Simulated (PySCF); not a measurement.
Gas-phase reaction: GeS + 4 H → GeH₂ + H₂S

Computed with PySCF and rigid-rotor harmonic-oscillator thermochemistry at 1 bar. † marks an energy on the PBE0/def2-TZVP geometry and frequencies; other levels use their own. MP2 freezes the core. 6-31G* has spherical d functions here. Open shells (unrestricted): H (multiplicity 2); the rest are closed-shell singlets. Ge: all electrons, no relativistic terms. GeH₂: computed as isolated molecules; such fragments, hydroxides, amides, oligomers or adducts are transient or little studied in the gas. MP2 isn't extrapolated to the basis-set limit.

MP2/def2-TZVPP† gives ΔH°(298 K) = -689 kJ.

Problem. What do HF/def2-TZVP†, HF/6-31G*, LDA/def2-TZVP† give?

Solution. HF/def2-TZVP†: -581 kJ; HF/6-31G*: -558 kJ; LDA/def2-TZVP†: -805 kJ. For scale, ΔH°(298 K) is -689 kJ at this level, -760 kJ at ωB97M-V/def2-TZVP†, and runs from -940 to -558 kJ over the 20 levels computed.
